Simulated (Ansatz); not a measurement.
`[F][InH][I]` + H₂ → `[InH2][I]` + H–F at 400 K and 1 bar (hydrogenolysis of the In–F bond).

Gas-phase electronic energies from Ansatz, PBE0-D4/def2-TZVP geometries. CCSD(T)/CBS adds triple-zeta CCSD(T) − MP2 to the extrapolated MP2 energy (def2 sets, frozen cores). This one scheme is used for every species. Elements past krypton have def2 core potentials. For I, In outer-core shells are correlated without core-valence functions, which leaves a few kJ/mol of doubt a bond.

```
      species  CCSD(T)/CBS energy (Eh)  H − E (kJ/mol)  S (J/(mol·K))
`[F][InH][I]`               -587.72167            43.8          347.5
           H₂                 -1.17544            38.0          139.0
  `[InH2][I]`               -488.48444            51.6          312.8
          H–F               -100.39570            36.5          182.2
```

H − E and S are ideal-gas, rigid-rotor, harmonic terms from PBE0-D4/def2-TZVP. The MP2-based limit puts H₂ 0.8 mEh under its directly extrapolated value; such offsets cancel only in part. 1 Eh = 2625.50 kJ/mol, R = 8.31446 J/(mol·K).

Task: By hand: ΔE, ΔH, ΔS and ΔG.

Result: ΔE = (-488.48444) + (-100.39570) − (-587.72167) − (-1.17544) = 0.01697 Eh = 44.6 kJ/mol. Δ(H − E) = 51.6 + 36.5 − 43.8 − 38.0 = 6.3, so ΔH = 50.9 kJ/mol. ΔS = 312.8 + 182.2 − 347.5 − 139.0 = 8.5 J/(mol·K). ΔG = 50.9 − 400 × (8.5)/1000 = 47.5 kJ/mol.

Task: By hand: the equilibrium constant, and the temperature at which ΔG would vanish if ΔH and ΔS stayed fixed.

Result: log₁₀ K = −ΔG/(RT ln 10) = -6.2. ΔG = 0 at ΔH/ΔS = 5988 K, far beyond where these terms or the molecules hold.

The number of gas molecules stays the same, so ΔS is small and ΔH decides. A doubt of 5 kJ/mol in ΔE shifts log₁₀ K by 0.7 here. These are equilibria of isolated gas molecules and say nothing of rates. Largest T1 diagnostic: 0.014 (customary marks: 0.02 for closed shells, 0.045 for open ones).
